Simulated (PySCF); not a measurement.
**Two-component Hartree-Fock for Nd⁻ (neodymium, charge -1)**

Start: [Xe] 4f4 6s2 6p1; 4f5/2 filled at m_j = -1/2, +1/2, +3/2, +5/2; 6p1/2 filled at m_j = +1/2. Calculated with PySCF 2.14 in x2c-SVPall-2c with one added diffuse shell each of s, p, d, f type (8s11p10d4f1g, 128 functions): generalised Hartree-Fock with the X2C-1e Hamiltonian and a Gaussian nucleus; one run each with spin-orbit coupling (SO) switched off, then screened by Boettger's factors.

```tsv
spinor shell	electrons	ε, spin-free (eV)	ε, screened SO (eV)	weight of nominal j (screened SO)	rms radius, screened SO (bohr)
1s1/2	2	-43777.1	-43770.5	1.000	0.0270
2s1/2	2	-7190.6	-7188.5	1.000	0.109
2p1/2	2	-6421.4	-6786.2	1.000	0.0938
2p3/2	4	-6421.4	-6261.9	1.000	0.0998
3s1/2	2	-1604.3	-1603.5	1.000	0.283
3p1/2	2	-1356.3	-1430.9	1.000	0.275
3p3/2	4	-1356.3	-1323.1	1.000	0.288
3d3/2	4	-1011.8	-1025.6	0.997	0.260
3d5/2	6	-1011.8	-1001.8	0.998	0.263
4s1/2	2	-336.68	-336.41	1.000	0.645
4p1/2	2	-252.73	-270.11	0.982	0.668
4p3/2	4	-252.73	-244.79	0.991	0.695
4d3/2	4	-130.24	-136.47	0.774	0.762
4d5/2	6	-130.24	-125.80	0.849	0.767
5s1/2	2	-47.215	-47.132	1.000	1.58
5p1/2	2	-24.501	-27.286	0.923	1.80
5p3/2	4	-24.501	-23.182	0.961	1.91
4f5/2	4	-8.618	-8.584	0.700	1.16
6s1/2	2	-1.716	-1.697	0.986	5.66
6p1/2	1	0.070	0.042	0.576	9.00
```

```tsv
quantity	spin-free	screened SO
E (hartree)	-9617.15731	-9621.94952
M_J	9/2	9/2
⟨J²⟩	29.951	29.770
⟨L²⟩	56.146	55.953
⟨S²⟩	8.805	8.766
```

The configuration of this anion was assumed by filling the next shell in order. It is not the known or likely ground configuration (Ca⁻, Sr⁻ and Ba⁻, for instance, bind a p electron), so these values are not the electron affinity of the element. At GHF the highest occupied level has a positive energy, so only the finite basis holds that electron. The determinant has a definite M_J but mixes levels of different J.

Each row is a mean over spinors that exchange with the open shell spreads, by up to 9.992 eV (4d3/2).

Rows whose weight is well below 1 are mixtures of j = l ± 1/2: exchange outweighs spin-orbit coupling there, and the label is only the starting occupation.

Breit and QED terms are absent; they matter most for the inner s and p1/2 levels.

Densities and radii are taken from the X2C orbitals without a picture-change correction, which distorts them close to the nucleus.

Without spin-orbit coupling the j labels of p, d and f shells carry no meaning; the spin-free column gives the mean over the occupied spinors of each nl shell.
